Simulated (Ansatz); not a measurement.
Born–Oppenheimer molecular dynamics of BCl2FH3N (8 atoms, charge 0, multiplicity 1). It starts at the highest image of a converged band, a first-order saddle point between two minima.

These are results of RHF/def2-SVP in Ansatz, not measurements.

```
ensemble                      : NVE (velocity Verlet)
time step                     : 0.5 fs
steps asked                   : 200
starting velocities drawn for : 100 K
seed                          : 2451
```

First frame:

```xyz
8
Properties=species:S:1:pos:R:3
B 0.020 -0.435 -0.022
F -0.210 0.241 1.533
Cl 1.554 0.241 -0.653
Cl -1.492 -0.146 -0.937
N 0.124 -1.766 0.695
H -0.611 -2.425 0.510
H 1.021 -2.217 0.655
H -0.081 -0.833 1.648
```

How far do the bonds stretch over the last three quarters of this one trajectory? (Pairs bonded in most of those frames.)


```tsv
bond	mean (Å)	spread (Å)	shortest	longest
B1–F2	1.394	0.148	1.16	1.63
B1–Cl3	1.856	0.096	1.68	2.01
B1–Cl4	1.838	0.068	1.71	1.93
B1–N5	1.755	0.142	1.50	1.94
N5–H6	1.014	0.027	0.95	1.07
N5–H7	1.012	0.017	0.98	1.05
N5–H8	1.022	0.057	0.93	1.11
```

Mean temperature of the second half: 1494 K. The conserved energy stayed within 0.8 meV per atom of its start (net change -0.31 meV per atom), so the integration is sound. The kinetic energy rose, since the run started high on the potential surface and went downhill. A run of 0.1 ps of so small a system gives no equilibrium averages. The orbitals stay closed-shell, which can raise the energy where a bond breaks towards radicals; this wasn't checked here.

Time of the run: 6.2 min on 1 thread of Arm Neoverse V2, on a shared host, peak memory 0.18 GiB.
